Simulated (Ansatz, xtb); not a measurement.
# Ligand exchange: HI + CH9NSi2 → SiH3I + SiH2(CH3)(NH2)

Species: HI (hydrogen iodide), singlet; CH9NSi2 `C[SiH2]N[SiH3]`, singlet; SiH3I `[SiH3]I`, singlet; SiH2(CH3)(NH2), singlet. The partners trade H for SiH3: I–H and N–SiH3 bonds give way to I–SiH3 and N–H.

Shapes, held fixed at every level: PBE0-D4/def2-TZVP. Flexible molecules stand in one conformer, not always the lowest. Programs: Ansatz 0.2.0, xtb 6.7.1. Electronic energies: no zero-point or thermal term.

```
              level                    kind  ΔE (kJ/mol)  less CCSD(T)/def2-TZVPP
           GFN0-xTB          semi-empirical        -28.3                     -7.8
        HF/def2-SVP            Hartree–Fock        -24.0                     -3.5
      HF/def2-TZVPP            Hartree–Fock        -26.9                     -6.4
  PBE-D4/def2-TZVPP                     GGA        -32.7                    -12.2
BHLYP-D4/def2-TZVPP           global hybrid        -23.9                     -3.4
 PBE0-D4/def2-TZVPP           global hybrid        -32.5                    -12.0
 wB97X-V/def2-TZVPP  range-separated hybrid        -26.4                     -5.9
   CCSD(T)/def2-SVP   coupled cluster or CI        -15.6                     +4.9
 CCSD(T)/def2-TZVPP   coupled cluster or CI        -20.5                      0.0
```

The highest level, CCSD(T)/def2-TZVPP, gives ΔE = -20.5 kJ/mol; the levels span -32.7 to -15.6. The column of differences is taken from that level and isn't an error. No measured value is set beside it here. For atoms past krypton def2 sets carry core potentials with scalar relativity. Correlated rows may include outer-core shells of I, which these sets cover unevenly.
